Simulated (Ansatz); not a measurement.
`OB(O)SC(F)(F)F` at its PBE0-D4/def2-TZVP geometry, where that method's forces vanish. Charge 0, multiplicity 1.

```xyz
10

O    -0.2051    0.0587    2.4168
B    -0.1424    0.2160    1.0668
O    -0.4189    1.4084    0.5011
S     0.3266   -1.2321    0.0359
C     0.2742   -0.5413   -1.6400
F    -0.9316   -0.1014   -1.9815
F     1.1369    0.4529   -1.8175
F     0.6042   -1.5234   -2.4820
H     0.0050   -0.8163    2.7483
H    -0.6491    2.0783    1.1520
```

(1) What forces (eV/Å) does ωB97M-V/def2-TZVPP give on these atoms in Ansatz 0.2.0? (Estimate.)

Answers

(1) Computed: 
```
O1   0.004 -0.067  0.175
B2   0.023 -0.063 -0.071
O3  -0.042  0.172 -0.054
S4   0.028 -0.091 -0.038
C5  -0.001 -0.089  0.310
F6  -0.244  0.094 -0.066
F7   0.171  0.206 -0.033
F8   0.063 -0.183 -0.177
H9  -0.011  0.044 -0.009
H10  0.009 -0.023 -0.037
```
